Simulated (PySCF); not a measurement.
Molecule: `InChI=1S/C2H7B2F3N2/c5-1(2(6)7)4-8-3-9-4/h4H,3,8-9H2`.

Geometry (Å), atoms numbered from 1 in this order:
```xyz
16

F     1.320    0.515   -2.449
C     1.703   -0.526   -1.695
F     2.448   -1.357   -2.423
C     1.337   -0.643   -0.429
F     1.772   -1.753    0.231
B     0.453    0.396    0.430
N    -0.784    0.941   -0.373
B    -1.727    0.202    0.684
N    -0.456   -0.388    1.446
H     1.102    1.250    0.934
H    -0.869    1.948   -0.397
H    -0.873    0.607   -1.325
H    -2.321    0.974    1.356
H    -2.383   -0.646    0.182
H    -0.366   -0.116    2.416
H    -0.362   -1.395    1.401
```

Frames of a GFN2-xTB Langevin trajectory at 400 K; GIAO PBE0/pcSseg-1 shieldings in PySCF, gas phase, non-relativistic; equivalent atoms averaged within each frame.

δ = σ(ref) − σ, references computed at the same level: 19F (σref 170.95) vs CFCl3; TMS for 13C (σref 186.93) and 1H (σref 31.72); 11B (σref 100.07) vs BF3·OEt2; 15N (σref 267.73) vs NH3. The references are static minima.

How do the shifts (ppm) fluctuate along the trajectory?

Results:


```csv
time (fs),F3,F1,F5,C2,C4,B6,B8,N7/N9,H10,H14
250,-103.4,-125.4,-203.3,170.3,136.3,-13.0,-17.1,24.9,4.53,3.84
425,-87.4,-121.8,-214.9,171.4,146.8,-11.9,-10.7,47.1,4.26,5.12
625,-90.5,-110.8,-218.5,176.1,140.3,-18.9,-15.6,31.3,3.99,4.52
800,-88.9,-139.7,-214.5,167.9,141.1,-13.1,-10.4,21.6,4.70,3.30
1000,-96.9,-133.5,-207.7,169.8,152.8,-14.3,-15.7,37.0,3.84,3.09
mean of frames,-93.4,-126.2,-211.8,171.1,143.5,-14.2,-13.9,32.4,4.26,3.97
standard deviation,6.7,11.1,6.1,3.1,6.5,2.8,3.1,10.1,0.36,0.85
```

5 frames give an uncertainty of the mean of about the standard deviation over 2.2 at best, since frames this close in time may not be independent; classical motion lacks zero-point vibration, and the reference would need the same averaging.
